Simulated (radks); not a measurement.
Results of a calculation; reference values are marked as such.
The gadolinium ion Gd4+, configuration [Xe] 4f6.

Code: a radial shooting solver on a logarithmic mesh with Libxc functionals. Model: scalar-relativistic Kohn-Sham, PBEsol, spin-polarised, spherical densities, finite nucleus; open shells are filled with parallel spins first (spin-orbit coupling, left out, can overturn this in heavy ions); Fermi nuclear charge, rms radius 5.1569 fm.

Energy parts (eV):
part                      energy
total                 -306500.20
kinetic                329055.26
electron-nucleus      -745003.07
Hartree                116072.68
exchange-correlation    -6625.07

Orbitals (lengths in bohr, moments of r in powers of bohr; r(max) is where P^2 peaks; r(90%) holds 90 % of the orbital's charge):
[
 {"orbital": "1s down", "occ.": "1", "eigenvalue (eV)": "-50119.71", "r(90%)": "0.0396", "<1/r>": "71.62", "r(max)": "0.01392"},
 {"orbital": "1s up", "occ.": "1", "eigenvalue (eV)": "-50119.71", "r(90%)": "0.0396", "<1/r>": "71.62", "r(max)": "0.01392"},
 {"orbital": "2s up", "occ.": "1", "eigenvalue (eV)": "-8314.718", "r(90%)": "0.144", "<1/r>": "16.61", "r(max)": "0.07904"},
 {"orbital": "2s down", "occ.": "1", "eigenvalue (eV)": "-8314.651", "r(90%)": "0.144", "<1/r>": "16.61", "r(max)": "0.07904"},
 {"orbital": "2p up", "occ.": "3", "eigenvalue (eV)": "-7405.998", "r(90%)": "0.134", "<1/r>": "15.52", "r(max)": "0.06396"},
 {"orbital": "2p down", "occ.": "3", "eigenvalue (eV)": "-7405.951", "r(90%)": "0.134", "<1/r>": "15.52", "r(max)": "0.06396"},
 {"orbital": "3s up", "occ.": "1", "eigenvalue (eV)": "-1880.923", "r(90%)": "0.359", "<1/r>": "6.093", "r(max)": "0.2244"},
 {"orbital": "3s down", "occ.": "1", "eigenvalue (eV)": "-1878.425", "r(90%)": "0.358", "<1/r>": "6.099", "r(max)": "0.2243"},
 {"orbital": "3p up", "occ.": "3", "eigenvalue (eV)": "-1599.341", "r(90%)": "0.364", "<1/r>": "5.729", "r(max)": "0.2202"},
 {"orbital": "3p down", "occ.": "3", "eigenvalue (eV)": "-1596.858", "r(90%)": "0.363", "<1/r>": "5.735", "r(max)": "0.2201"},
 {"orbital": "3d up", "occ.": "5", "eigenvalue (eV)": "-1226.862", "r(90%)": "0.345", "<1/r>": "5.436", "r(max)": "0.1801"},
 {"orbital": "3d down", "occ.": "5", "eigenvalue (eV)": "-1224.947", "r(90%)": "0.344", "<1/r>": "5.442", "r(max)": "0.1800"},
 {"orbital": "4s up", "occ.": "1", "eigenvalue (eV)": "-417.7833", "r(90%)": "0.793", "<1/r>": "2.576", "r(max)": "0.5154"},
 {"orbital": "4s down", "occ.": "1", "eigenvalue (eV)": "-412.1787", "r(90%)": "0.793", "<1/r>": "2.575", "r(max)": "0.5152"},
 {"orbital": "4p up", "occ.": "3", "eigenvalue (eV)": "-324.7208", "r(90%)": "0.848", "<1/r>": "2.370", "r(max)": "0.5377"},
 {"orbital": "4p down", "occ.": "3", "eigenvalue (eV)": "-319.1738", "r(90%)": "0.849", "<1/r>": "2.368", "r(max)": "0.5375"},
 {"orbital": "4d up", "occ.": "5", "eigenvalue (eV)": "-195.8787", "r(90%)": "0.948", "<1/r>": "2.094", "r(max)": "0.5578"},
 {"orbital": "4d down", "occ.": "5", "eigenvalue (eV)": "-190.4180", "r(90%)": "0.951", "<1/r>": "2.090", "r(max)": "0.5577"},
 {"orbital": "5s up", "occ.": "1", "eigenvalue (eV)": "-92.2860", "r(90%)": "1.84", "<1/r>": "1.036", "r(max)": "1.174"},
 {"orbital": "5s down", "occ.": "1", "eigenvalue (eV)": "-89.6130", "r(90%)": "1.86", "<1/r>": "1.018", "r(max)": "1.186"},
 {"orbital": "5p up", "occ.": "3", "eigenvalue (eV)": "-68.0377", "r(90%)": "2.11", "<1/r>": "0.8976", "r(max)": "1.311"},
 {"orbital": "5p down", "occ.": "3", "eigenvalue (eV)": "-66.0483", "r(90%)": "2.14", "<1/r>": "0.8790", "r(max)": "1.329"},
 {"orbital": "4f up", "occ.": "6", "eigenvalue (eV)": "-55.5765", "r(90%)": "1.32", "<1/r>": "1.601", "r(max)": "0.5584"},
 {"orbital": "4f down", "occ.": "0", "eigenvalue (eV)": "-50.5930", "r(90%)": "1.37", "<1/r>": "1.573", "r(max)": "0.5609"}
]

The highest occupied level is 4f up at -55.576 eV. The electron density at the nucleus is 6.573e+05 e/bohr^3 (large components only). Spin moment in Bohr magnetons: 6. Summed over all electrons, <r^2> = 31.96 bohr^2, which gives a Langevin (diamagnetic) susceptibility term of -25.3 x 10^-6 cm^3/mol. The spin density at the nucleus is 0.94 e/bohr^3 (1s 0.02, 2s -1.06, 3s -15.32, 4s 2.65, 5s 14.66). The density falls to 0.001 e/bohr^3 at r = 3.09 bohr.
